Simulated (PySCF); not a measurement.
# One molecule, many inputs

Molecule: `C[P@](=O)([O-])C1CC1`, [C4H8O2P]-; geometry GFN2-xTB.

Bonds (- single, = double, # triple, : aromatic): C1-P2 1.870 Å, P2=O3 1.490 Å, P2-O4 1.491 Å, P2-C5 1.853 Å, C5-C6 1.492 Å, C6-C7 1.494 Å, C7-C5 1.493 Å. C1 carries H8, H9, H10; C5 carries H11; C6 carries H12, H13; C7 carries H14, H15. Formal charges: O4 -1. Stereochemistry as in C[P@](=O)([O-])C1CC1.

Total charge -1. H13, H15 are cis to P2 on the ring; H12, H14 are trans to P2 on the ring.

All runs: PySCF, non-relativistic, gas phase unless a solvent (IEF-PCM) is named; grid level 2, GIAOs and SCF threshold 1e-9 unless changed. The yardstick, PBE0/pcSseg-1, gives these isotropic shieldings σ (ppm, equivalent atoms averaged): C1 165.6, C6 183.5, P2 324.6, O3 207.9, H15 31.02, H13 31.52, H12 32.02.

(1) What do these inputs give? (1) BP86/3-21G; level_shift 0.1; (2) BP86/3-21G; level_shift 0.1; (3) revPBE/3-21G; (4) revPBE/3-21G

(2) Comment on the technical settings.

Results:

(1) 
```tsv
run	outcome	functions	wall time	C1	C6	P2	O3	H15	H13	H12
1	converged	83	24 s	186.8	198.9	433.0	236.5	32.37	33.03	33.20
2	converged	83	17 s	186.8	198.9	433.1	236.5	32.37	33.03	33.20
3	converged	83	31 s	187.2	199.0	436.3	239.5	32.50	33.14	33.30
4	converged	83	19 s	187.2	199.0	436.3	239.5	32.50	33.14	33.30
```

Times are on shared hosts with different chips, so compare them loosely.

(2) 
- Run 1: The functional and orbital basis differ from the yardstick's, which in itself moves the values. The level shift changes the path of the SCF (12 cycles), not the solution, provided the same state is reached.
- Run 2: The functional and orbital basis differ from the yardstick's, which in itself moves the values. The level shift changes the path of the SCF (12 cycles), not the solution, provided the same state is reached.
